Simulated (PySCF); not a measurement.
(2S)-2-methylthietane (C4H8S), SMILES C[C@H]1CCS1.

Coordinates come from a PBE-D3(BJ)/def2-SVP optimisation.

The numbers are results of PBE-D3(BJ)/def2-SVP in PySCF, not measurements.

Frequencies are harmonic and unscaled.

```tsv
mode	ν (cm⁻¹)	IR (km/mol)	moving atoms (share of kinetic energy)
1	117	0.6	C 47 %, H 46 %
2	236	0.4	H 88 %
3	279	1.4	H 39 %, C 38 %, S 23 %
4	396	0.8	C 56 %, H 40 %
5	502	2.6	C 48 %, S 35 %, H 18 %
6	620	3.4	C 56 %, S 23 %, H 21 %
7	691	2.0	C 52 %, H 29 %, S 19 %
8	791	1.8	H 64 %, C 34 %
9	877	0.6	C 56 %, H 44 %
10	890	1.7	H 77 %, C 22 %
11	966	1.8	H 57 %, C 43 %
12	971	1.8	H 70 %, C 28 %
13	993	2.8	H 82 %, C 18 %
14	1096	7.2	C 55 %, H 44 %
15	1116	6.5	H 53 %, C 47 %
16	1148	3.6	H 65 %, C 35 %
17	1193	3.9	H 69 %, C 31 %
18	1200	8.0	H 80 %, C 20 %
19	1247	0.7	H 69 %, C 31 %
20	1309	6.4	H 70 %, C 30 %
21	1342	8.6	H 67 %, C 33 %
22	1399	1.6	H 93 %
23	1405	9.0	H 96 %
24	1416	3.5	H 95 %
25	1422	1.4	H 89 %, C 11 %
26	2960	21.2	H 97 %
27	2979	30.7	H 94 %
28	2979	24.6	H 93 %
29	2990	36.7	H 95 %
30	3039	14.6	H 90 %, C 10 %
31	3048	13.1	H 91 %, C 9 %
32	3062	14.7	H 90 %, C 10 %
33	3066	18.1	H 91 %, C 9 %
```
